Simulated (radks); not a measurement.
Task: These are the eigenvalues of the occupied orbitals of an atom or ion with whole-number occupations (hartree). All-electron calculation, Dirac Kohn-Sham, BLYP, spin-unpolarised, spherical densities, finite nucleus; Fermi nuclear charge, rms radius of each element as measured or else 0.836 A^(1/3) + 0.57 fm. Program: a radial shooting solver on a logarithmic mesh with Libxc functionals.

1s1/2: -907.4155
2s1/2: -181.1528
2p1/2: -172.7674
2p3/2: -167.2992
3s1/2: -69.76714
3p1/2: -66.82020

Which element is it, and in what charge state? The configuration may be excited. Open shells, if any, fill j = l - 1/2 first.

Result: Z = 45, rhodium, charge +31: Rh31+ in [Ne] 3s2 3p2. The list shows which subshells hold electrons but not how many an open one holds; the 1s level, -907.42 hartree, gives Z - s = 42.6 by -(Z - s)^2/2, which with screening and relativity narrows Z to a few neighbours, and the depths of the outer levels then fix element, charge and occupations together.
